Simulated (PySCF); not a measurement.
Cd(NH2)(SH) (CdH₃NS), SMILES [SH][Cd][NH2].

The structure is a stationary point at B3LYP-D3(BJ)/def2-TZVP. The def2 effective core potentials stand for the cores of Cd; spin–orbit coupling is left out. The values are those of a single conformer.

The numbers are results of C-PCM-B3LYP/def2-SVP run with PySCF, not measurements.

The values are the electrostatic part of the solvation free energy, E(continuum) − E(gas) at the gas-phase geometry, in a cavity of scaled van der Waals radii (PySCF's table); cavitation and dispersion terms are not included. A continuum can't describe solvent molecules that bind to the metal. In vacuum the orbital gap is 5.34 eV. The dipole moment in vacuum is 2.39 D.

```json
[
 {"solvent": "water", "ε": "78.36", "ΔG(elec) (kcal/mol)": "-12.1", "dipole (D)": "3.31", "gap (eV)": "5.68"},
 {"solvent": "chloroform", "ε": "4.71", "ΔG(elec) (kcal/mol)": "-9.2", "dipole (D)": "3.07", "gap (eV)": "5.60"},
 {"solvent": "2-propanol", "ε": "19.26", "ΔG(elec) (kcal/mol)": "-11.5", "dipole (D)": "3.26", "gap (eV)": "5.66"}
]
```
